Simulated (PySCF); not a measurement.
# Assigning NMR signals

Bonds (- single, = double, # triple, : aromatic): C1-O2, O2-C3, C3-C4, C4:C5, C5:C6, C6:C7, C7:C8, C8:C9, C9:C4. C1 carries H10, H11, H12; C3 carries H13, H14; C5 carries H15; C6 carries H16; C7 carries H17; C8 carries H18; C9 carries H19.

All values are calculated (PySCF 2.14): PBE0-D3(BJ)/def2-SVP structure, GIAO B3LYP/pcSseg-1 shieldings. One averaged value for each set of equivalent atoms, single conformer, in vacuum, non-relativistic Hamiltonian.

Shifts are taken against calculated references (same method and geometry level): 13C (σref 179.24), 1H (σref 31.38) vs TMS.

Question: Assign these signals to the numbered atoms. 13C{1H} NMR (computed): δ 146.4 (C), 134.5 (CH), 133.5 (CH), 133.1 (CH), 77.5 (CH2), 57.5 (CH3).

Answer: 
| δ (ppm) | atoms | environment | reason |
| --- | --- | --- | --- |
| 146.4 | C4 | substituted aromatic carbon | – |
| 134.5 | C6/C8 | aromatic CH | the aromatic region |
| 133.5 | C7 | aromatic CH | – |
| 133.1 | C5/C9 | aromatic CH | – |
| 77.5 | C3 | sp3 CH2 bonded to O, on an aromatic ring | pulled downfield by the heteroatom |
| 57.5 | C1 | methyl carbon bonded to O | deshielded by the electronegative neighbour |

C6/C8 and C7; C7 and C5/C9 lie closer than the usual error of such a calculation, so a measured spectrum could show them in the other order.

Question: Assign these signals to the numbered atoms. 1H NMR (400 MHz, computed): δ 7.36 (m, 2H), 7.32 (m, 2H), 7.24 (m, 1H), 4.43 (s, 2H), 3.13 (s, 3H).

Answer: 
7.36 → H15/H19, hydrogen on an aromatic CH: ring-current deshielding
7.32 → H16/H18, hydrogen on an aromatic CH
7.24 → H17, hydrogen on an aromatic CH
4.43 → H13/H14, hydrogen on an sp3 CH2 bonded to O, on an aromatic ring: its carbon carries O, an electronegative neighbour
3.13 → H10/H11/H12, hydrogen on a methyl carbon bonded to O: its carbon carries O, an electronegative neighbour

H15/H19 and H16/H18; H16/H18 and H17 lie closer than the usual error of such a calculation, so a measured spectrum could show them in the other order.

Shifts are as computed. Against solution values, carbons near 30 ppm lie about +2 ppm off and those near 130 ppm about +6 ppm. Of 1211 compounds with measured shifts, 218 miss one by over three times the rms of a fit or turn the order of signals round; such compounds aren't used in these exercises. Multiplicities follow the n + 1 count of equivalent neighbours, as no J values were calculated; m marks all less simple cases, F and P coupling included.
